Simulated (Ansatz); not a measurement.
`O[SiH](Cl)[GeH3]`. Total charge 0; spin multiplicity 1. The geometry is a stationary point of PBE0-D4/def2-TZVP. It is one conformer, not always the lowest.

```xyz
9

O    -1.074    1.756    0.315
Si   -0.280    0.717   -0.672
Cl    1.475    1.562   -1.355
Ge    0.319   -1.314    0.418
H    -0.645    2.030    1.127
H    -1.169    0.533   -1.839
H    -0.934   -2.079    0.877
H     1.175   -0.994    1.655
H     1.133   -2.211   -0.526
```

Question: What is the dipole moment at B3LYP/def2-TZVPP? (An estimate is asked.)

Answer: Computed: 1.35 D, with components (-0.18, -0.40, 1.28) D in this frame, pointing from negative to positive charge.

Question: And with PBE, r2SCAN, ωB97M-V? (An estimate is asked.)

Answer: Computed: PBE 1.33 D, r2SCAN 1.37 D, ωB97M-V 1.38 D.

Question: Give the Mulliken charges with B3LYP, PBE, ωB97M-V in def2-TZVPP. (Estimate.)

Answer: Ansatz gave: 
| atom | B3LYP | PBE | ωB97M-V |
| --- | --- | --- | --- |
| O1 | -0.37 | -0.33 | -0.36 |
| Si2 | 0.54 | 0.44 | 0.47 |
| Cl3 | -0.25 | -0.22 | -0.22 |
| Ge4 | -0.03 | -0.02 | -0.12 |
| H5 | 0.19 | 0.19 | 0.18 |
| H6 | -0.07 | -0.06 | -0.02 |
| H7 | 0.00 | 0.00 | 0.02 |
| H8 | -0.01 | 0.00 | 0.02 |
| H9 | 0.00 | 0.00 | 0.03 |

B3LYP here is the variant with VWN-RPA as its local correlation; programs differ in this.
